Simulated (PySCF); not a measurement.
Structure with atom numbers: `[CH3:1]/[N:2]=[CH:3]/[SiH:4]([O:5][CH3:6])[O:7][CH3:8]`. Each H is labelled by its parent atom.

- GFN2-xTB geometry
- PBE0/pcSseg-1 with gauge-including orbitals
- run in PySCF
- in vacuum, equivalent nuclei averaged, one conformer, no relativistic terms

Scale: 13C (σ = 186.93 ppm), 1H (σ = 31.72 ppm), 29Si (σ = 349.16 ppm) vs TMS; NH3 for 15N (σ = 267.73 ppm); H2O for 17O (σ = 336.08 ppm) (reference shieldings calculated alike).

```
      atoms  nucleus  count  Hirshfeld charge  δ (ppm)
      H(C1)       1H      3              0.05     3.76
         C3      13C      1             -0.05        ?
      C6/C8      13C      2             -0.03        ?
      H(C3)       1H      1              0.03     8.50
         C1      13C      1             -0.07     58.1
         N2      15N      1             -0.13    440.7
        Si4     29Si      1              0.45    -53.3
H(C6)/H(C8)       1H      6              0.04     3.99
     H(Si4)       1H      1             -0.09     4.76
      O5/O7      17O      2             -0.23        ?
```

**Question.** Complete the table.

**Answer.** 
- C3: 184.9 ppm, C=N carbon
- C6/C8: 52.2 ppm, methyl carbon bonded to O; deshielded by the electronegative neighbour
- O5/O7: 23.2 ppm, oxygen bonded to C, Si

Shifts are as computed. Against solution values, carbons near 30 ppm lie about +3 ppm off and those near 130 ppm about +5 ppm. Of 1211 compounds with measured shifts, 218 miss one by over three times the rms of a fit or turn the order of signals round; such compounds aren't used in these exercises. Experimental scales use liquid or dissolved standards, which lie at an offset from isolated NH3 (liquid NH3: subtract about 20 ppm) and H2O (liquid H2O: subtract about 36 ppm). Unscaled 15N shifts of sp2 nitrogen come out 20 to 40 ppm too high even then.
